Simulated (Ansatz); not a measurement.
`B[Te][SiH2]N` + H₂Se → `N[SiH2][SeH]` + `B[TeH]`  (ligand exchange at the Si–Te bond)

Isolated molecules relaxed with PBE0-D4/def2-TZVP in Ansatz; ΔE leaves out vibrations. CCSD(T)/CBS adds triple-zeta CCSD(T) − MP2 to the extrapolated MP2 energy (def2 sets, frozen cores). Functionals use def2-TZVPP. B3LYP here is the variant with VWN-RPA as its local correlation; programs differ in this. def2 core potentials past Kr. For Se, Te outer-core shells are correlated without core-valence functions, which leaves a few kJ/mol of doubt a bond. Scalar relativity is left out up to krypton. Each species was taken in one conformer, which may not be the lowest.

| level | ΔE (kJ/mol) | difference from CCSD(T)/CBS |
| --- | --- | --- |
| B97M-V | -15.2 | -4.6 |
| r2SCANh-D4 | -11.1 | -0.5 |
| r2SCAN0-D4 | -11.2 | -0.6 |
| B3LYP | -15.2 | -4.6 |
| LC-ωPBE | -14.8 | -4.2 |
| MP2/def2-SVP | -4.5 | 6.1 |
| CCSD/def2-SVP | -6.3 | 4.3 |
| CCSD(T)/def2-TZVPP | -11.4 | -0.8 |
| HF/CBS(def2) | -19.5 | -8.9 |
| CCSD/CBS(def2) | -12.6 | -2.0 |
| CCSD(T)/CBS | -10.6 | 0 |

Largest T1 diagnostic among the species: 0.015.

The D4 term adds +5.3 kJ/mol with B3LYP and +3.1 kJ/mol with PBE0; it sums over pairs of atoms, weighted by their polarisabilities, and B3LYP, whose exchange is more repulsive, gets the larger term. Leaving LDA and LC-ωPBE aside and taking each functional with its dispersion term where it has one, the values, not all of them listed here, spread over 7.6 kJ/mol, from B97M-V to revPBE-D4. At CCSD(T), def2-SVP lies +5.8 kJ/mol from the extrapolated value and def2-TZVPP −0.8 kJ/mol.
